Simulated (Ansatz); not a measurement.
System: CsCl (charge +1, doublet). 
Coordinates optimised at B3LYP-D3(BJ)/def2-TZVP (Ansatz, a first-principles code):
```xyz
2

Cs     0.0000     0.0000    -0.9865
Cl     0.0000     0.0000     3.1916
```
Charge +1, spin multiplicity 2.

Basis-set convergence of Hartree-Fock and CCSD correlation energies (hartree) with Ansatz. Cores are frozen in the correlated levels unless marked. Open shells are spin-unrestricted. Spin-orbit coupling is left out. Frozen are the shells of the preceding noble gas and the d and f shells that filled before the atom's block. The outer core of K, Ca and their heavier congeners is not correlated, a term that matters for these elements. In def2 rows, elements after Kr have scalar-relativistic effective core potentials.

| basis | functions | E(HF) | E(corr, CCSD) |
|---|---|---|---|
| def2-SVP | 42 | -479.05187 | -0.12631 |
| def2-TZVPP | 78 | -479.20687 | -0.18202 |
| def2-QZVPP | 132 | -479.21968 | -0.19834 |

Extrapolating the two largest sets (X = 3 and 4) as X^-3: E(corr) = (64·(-0.19834) - 27·(-0.18202))/37 = -0.2102 Eh, an estimate of the basis-set limit. The largest set recovers 94.3 % of it, the smallest 60.1 %.
